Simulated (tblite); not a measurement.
Species: C4H15B2N3.
Bonds: C1–C2, C2–B3, B3–N4, N4–C5, N4–B6, B6–N7, B6–N8, N8–C9. Hydrogens: H10, H11, H12 on C1; H13, H14 on C2; H15 on B3; H16, H17, H18 on C5; H19, H20 on N7; H21 on N8; H22, H23, H24 on C9.

Computed with GFN2-xTB (tblite), gas phase: L-BFGS steps from a force-field or distance-geometry start until the largest atomic force falls under 0.01 eV/Å.

Step 136: E = -749.3994 eV
```
atom  x, y, z in Å  |  force x, y, z in eV/Å
C1     -3.7896   -0.7490    0.3485   -0.001   0.004  -0.010
C2     -2.6544    0.2288    0.0313   -0.006  -0.025  -0.004
B3     -1.1979   -0.4310    0.0122   -0.033   0.025  -0.007
N4     -0.0280    0.3127   -0.1323    0.022   0.040   0.024
C5     -0.0662    1.7694   -0.1475    0.008   0.022   0.036
B6      1.3105   -0.3066   -0.1880   -0.036  -0.027  -0.021
N7      1.4412   -1.6194   -0.6743    0.024  -0.064   0.011
N8      2.4433    0.4364    0.2089   -0.039   0.019   0.010
C9      3.8223    0.0124    0.2128   -0.019   0.022   0.002
H10    -3.7013   -1.1223    1.3668    0.031  -0.003  -0.013
H11    -4.7633   -0.2697    0.2484   -0.004   0.032   0.018
H12    -3.7681   -1.6023   -0.3263    0.038   0.017  -0.004
H13    -2.8537    0.6703   -0.9516   -0.006  -0.002  -0.006
H14    -2.7117    1.0557    0.7446   -0.007  -0.011   0.027
H15    -1.1047   -1.5969    0.1109   -0.040  -0.022   0.008
H16     0.6473    2.1730   -0.8689    0.013  -0.053  -0.011
H17    -1.0570    2.1294   -0.4133   -0.015  -0.048  -0.045
H18     0.1770    2.1734    0.8410    0.018   0.009   0.009
H19     2.2999   -2.1382   -0.6862    0.010   0.047   0.010
H20     0.6398   -2.1847   -0.8822   -0.002   0.045  -0.026
H21     2.3303    1.3937    0.4977    0.023  -0.023  -0.014
H22     4.3612    0.3581   -0.6787   -0.012   0.007  -0.004
H23     3.8715   -1.0742    0.2401    0.037  -0.001   0.006
H24     4.3398    0.4005    1.0936   -0.003  -0.011   0.003
```

Step 137: E = -749.4002 eV
```
atom  x, y, z in Å  |  force x, y, z in eV/Å
C1     -3.7887   -0.7500    0.3462    0.010   0.009  -0.032
C2     -2.6527    0.2281    0.0354    0.008   0.004  -0.002
B3     -1.1965   -0.4315    0.0184   -0.017   0.022  -0.012
N4     -0.0276    0.3138   -0.1293   -0.004   0.020   0.033
C5     -0.0684    1.7701   -0.1508    0.003   0.030   0.005
B6      1.3100   -0.3065   -0.1843   -0.017  -0.004  -0.028
N7      1.4395   -1.6176   -0.6755    0.013  -0.037   0.018
N8      2.4425    0.4368    0.2139   -0.013  -0.080  -0.012
C9      3.8216    0.0118    0.2131   -0.003   0.006  -0.009
H10    -3.7004   -1.1261    1.3632    0.018  -0.010  -0.010
H11    -4.7621   -0.2707    0.2445   -0.004   0.029   0.025
H12    -3.7634   -1.6000   -0.3327    0.028   0.010   0.003
H13    -2.8468    0.6763   -0.9458   -0.019  -0.015  -0.001
H14    -2.7102    1.0520    0.7525   -0.009  -0.013   0.027
H15    -1.1012   -1.5974    0.1202   -0.045  -0.010   0.011
H16     0.6452    2.1701   -0.8746    0.014  -0.050   0.010
H17    -1.0596    2.1261   -0.4230    0.001  -0.050  -0.028
H18     0.1712    2.1808    0.8360    0.017   0.004  -0.002
H19     2.2957   -2.1396   -0.6861    0.025   0.035   0.009
H20     0.6357   -2.1773   -0.8879   -0.006   0.029  -0.028
H21     2.3307    1.3916    0.5048    0.010   0.054   0.009
H22     4.3576    0.3550   -0.6816   -0.019   0.014   0.005
H23     3.8713   -1.0752    0.2399    0.026   0.010   0.011
H24     4.3449    0.3990    1.0911   -0.018  -0.006  -0.003
```

Question: Estimate the geometry and energy of step 138. (The exact step hangs on the optimiser's Hessian estimate; all steps are aligned on step 137, rigid shifts and turns removed.)

Answer: E = -749.4011 eV, largest force 0.051 eV/Å
```
atom  x, y, z in Å  |  force x, y, z in eV/Å
C1     -3.7876   -0.7512    0.3429    0.017   0.016  -0.039
C2     -2.6518    0.2284    0.0399    0.023   0.034   0.004
B3     -1.1957   -0.4302    0.0250    0.003  -0.002  -0.011
N4     -0.0275    0.3160   -0.1259   -0.030  -0.019   0.036
C5     -0.0706    1.7721   -0.1546    0.002   0.018  -0.023
B6      1.3087   -0.3069   -0.1828    0.007   0.027  -0.016
N7      1.4381   -1.6167   -0.6767    0.010  -0.016   0.019
N8      2.4417    0.4352    0.2167    0.000  -0.034   0.014
C9      3.8213    0.0112    0.2125    0.006  -0.017  -0.022
H10    -3.6983   -1.1313    1.3580    0.004  -0.018   0.001
H11    -4.7608   -0.2717    0.2417   -0.006   0.020   0.028
H12    -3.7585   -1.5977   -0.3398    0.017   0.003  -0.001
H13    -2.8417    0.6831   -0.9394   -0.028  -0.020   0.004
H14    -2.7101    1.0482    0.7623   -0.011  -0.018   0.015
H15    -1.0995   -1.5970    0.1314   -0.044   0.021   0.009
H16     0.6446    2.1664   -0.8803    0.014  -0.037   0.025
H17    -1.0621    2.1227   -0.4345    0.020  -0.044  -0.012
H18     0.1652    2.1896    0.8304    0.013   0.000  -0.013
H19     2.2930   -2.1406   -0.6856    0.031   0.031   0.008
H20     0.6335   -2.1725   -0.8939   -0.020   0.009  -0.032
H21     2.3301    1.3883    0.5170    0.007   0.012  -0.010
H22     4.3544    0.3519   -0.6852   -0.025   0.017   0.010
H23     3.8723   -1.0759    0.2412    0.020   0.008   0.007
H24     4.3496    0.3980    1.0874   -0.030   0.007   0.001
```

The energy changes by -0.0009 eV. The first-order estimate −F·Δx gives -0.0012 eV and the mean of the old and new forces, exact on a quadratic surface, -0.0009 eV. The step makes an angle of 80° with the force vector and moves no atom by more than 0.013 Å.

The cost below is that of the whole relaxation. Hardware: one thread, Arm Neoverse V2 (aarch64), no GPU, shared host. Cost: 1.3 s wall.
